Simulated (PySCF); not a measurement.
C₆H₁₁BSe.
Bonds: C1–B2, B2–C3, B2–C4, C4–C5 (double), C5–C6, C6–C7, C7–Se8, C4–Se8. Hydrogens: H9, H10, H11 on C1; H12, H13, H14 on C3; H15 on C5; H16, H17 on C6; H18, H19 on C7.

Computed with PBE0-D3(BJ)/def2-SVP geometry optimisation, gas phase (PySCF 2.14.0).

Q: Give the optimised bond lengths and angles.

A: 
| bond | length (Å) | order |
| --- | --- | --- |
| C1–B2, B2–C3 | 1.573 | single |
| B2–C4 | 1.560 | single |
| C4=C5 | 1.349 | double |
| C5–C6 | 1.499 | single |
| C6–C7 | 1.527 | single |
| C7–Se8 | 1.964 | single |
| C4–Se8 | 1.919 | single |
| C1–H9 and 5 like bonds | 1.103 | single |
| C5–H15 | 1.095 | single |
| C6–H16, C6–H17 | 1.105 | single |
| C7–H18, C7–H19 | 1.099 | single |

Bonds in one row agree within 0.01 Å and their mean is given. Orders are formal, as drawn. A selection of angles:
| angle | degrees |
| --- | --- |
| C1–B2–C3 | 120.3 |
| C1–B2–C4 | 121.2 |
| C3–B2–C4 | 118.5 |
| B2–C4–C5 | 126.2 |
| B2–C4–Se8 | 122.1 |
| C5–C4–Se8 | 111.5 |
| C4–C5–C6 | 118.2 |
| C5–C6–C7 | 108.5 |
| C6–C7–Se8 | 106.2 |
| C4–Se8–C7 | 87.4 |

Torsions: C1–B2–C4–C5 -13° (synperiplanar); B2–C4–C5–C6 -173° (antiperiplanar); C4–C5–C6–C7 -22° (synperiplanar); C5–C6–C7–Se8 29° (synperiplanar); C6–C7–Se8–C4 -24° (synperiplanar); B2–C4–Se8–C7 -171° (antiperiplanar). The mirror-image conformer, all signs reversed, is as good.

Of the pairs four or more bonds apart, H11···H15 is among the closest relative to their van der Waals radii: 2.22 Å, 93 % of the sum of Bondi's values. The C–C distances run from 1.349 Å (C4=C5, drawn double) to 1.527 Å (C6–C7, drawn single), a spread of 0.178 Å. The 5-membered ring C4–C5–C6–C7–Se8 has internal angles of 87.4° to 118.2° (sum 532°, against 540° for a flat polygon); it is puckered, 0.14 Å rms from its mean plane, widest ring torsion 29°. The 2 C–Se bonds span 1.919 Å (C4–Se8, drawn single) to 1.964 Å (C7–Se8, drawn single), a spread of 0.045 Å. B2 (three-coordinate boron) is planar (angles 121.2°, 120.3° and 118.5°, sum 360.0°, 0.01 Å off the plane of its three neighbours).

Point group: C1 (no symmetry element, even within 0.4 Å). Not checked by PBE0-D3(BJ)/def2-SVP frequencies. The numbers are those of one conformer.
